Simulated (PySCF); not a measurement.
C₃H₇FSi₂, SMILES [SiH3][C@H]([SiH2]C#C)F.

The structure is a stationary point at B3LYP-D3(BJ)/def2-SVP. The structure was generated by enumeration; whether it is a known compound was not checked. One conformer was computed; it need not be the lowest.

These are TDA-ωB97X/def2-SVPD (PySCF) values and carry that method's errors.

Vertical excitations. Gas-phase values at a fixed geometry.

```json
[
 {"state": "S1", "energy (eV)": "6.03", "λ (nm)": "205", "f": "0.000", "main pairs": "HOMO−1→LUMO 51 %, HOMO→LUMO+1 16 %, HOMO−2→LUMO+1 9 %"},
 {"state": "S2", "energy (eV)": "6.28", "λ (nm)": "197", "f": "0.003", "main pairs": "HOMO−1→LUMO+1 36 %, HOMO→LUMO 27 %, HOMO−2→LUMO 13 %"},
 {"state": "S3", "energy (eV)": "6.30", "λ (nm)": "197", "f": "0.001", "main pairs": "HOMO→LUMO+1 32 %, HOMO−1→LUMO 25 %, HOMO−2→LUMO+1 18 %"},
 {"state": "S4", "energy (eV)": "7.31", "λ (nm)": "170", "f": "0.026", "main pairs": "HOMO→LUMO+3 34 %, HOMO→LUMO+2 20 %, HOMO−2→LUMO+3 11 %, HOMO→LUMO+1 8 %"},
 {"state": "S5", "energy (eV)": "7.91", "λ (nm)": "157", "f": "0.144", "main pairs": "HOMO→LUMO 51 %, HOMO−2→LUMO 20 %, HOMO→LUMO+3 10 %"},
 {"state": "S6", "energy (eV)": "8.10", "λ (nm)": "153", "f": "0.001", "main pairs": "HOMO−3→LUMO+3 18 %, HOMO−2→LUMO+3 11 %, HOMO−1→LUMO+2 10 %, HOMO−2→LUMO+2 9 %"},
 {"state": "S7", "energy (eV)": "8.21", "λ (nm)": "151", "f": "0.031", "main pairs": "HOMO→LUMO+1 29 %, HOMO−2→LUMO+1 25 %, HOMO→LUMO+3 7 %"},
 {"state": "S8", "energy (eV)": "8.29", "λ (nm)": "150", "f": "0.017", "main pairs": "HOMO−1→LUMO+2 43 %, HOMO→LUMO+2 18 %"},
 {"state": "S9", "energy (eV)": "8.38", "λ (nm)": "148", "f": "0.023", "main pairs": "HOMO→LUMO+2 26 %, HOMO−1→LUMO+2 16 %, HOMO→LUMO+3 8 %, HOMO−3→LUMO+2 5 %"},
 {"state": "S10", "energy (eV)": "8.54", "λ (nm)": "145", "f": "0.038", "main pairs": "HOMO−3→LUMO 34 %, HOMO−2→LUMO 12 %, HOMO−1→LUMO+3 7 %, HOMO−5→LUMO 5 %"},
 {"state": "T1", "energy (eV)": "4.98", "λ (nm)": "249", "f": "0", "main pairs": "HOMO−1→LUMO+1 31 %, HOMO→LUMO 22 %, HOMO−2→LUMO 15 %"},
 {"state": "T2", "energy (eV)": "5.51", "λ (nm)": "225", "f": "0", "main pairs": "HOMO−1→LUMO+1 26 %, HOMO−1→LUMO 15 %, HOMO→LUMO 13 %, HOMO−2→LUMO 10 %"},
 {"state": "T3", "energy (eV)": "5.51", "λ (nm)": "225", "f": "0", "main pairs": "HOMO−1→LUMO 27 %, HOMO−1→LUMO+1 14 %, HOMO→LUMO+1 12 %, HOMO−2→LUMO+1 10 %"},
 {"state": "T4", "energy (eV)": "6.04", "λ (nm)": "205", "f": "0", "main pairs": "HOMO−1→LUMO 32 %, HOMO→LUMO+1 28 %, HOMO−2→LUMO+1 16 %"}
]
```
Triplets are in the Tamm–Dancoff approximation.
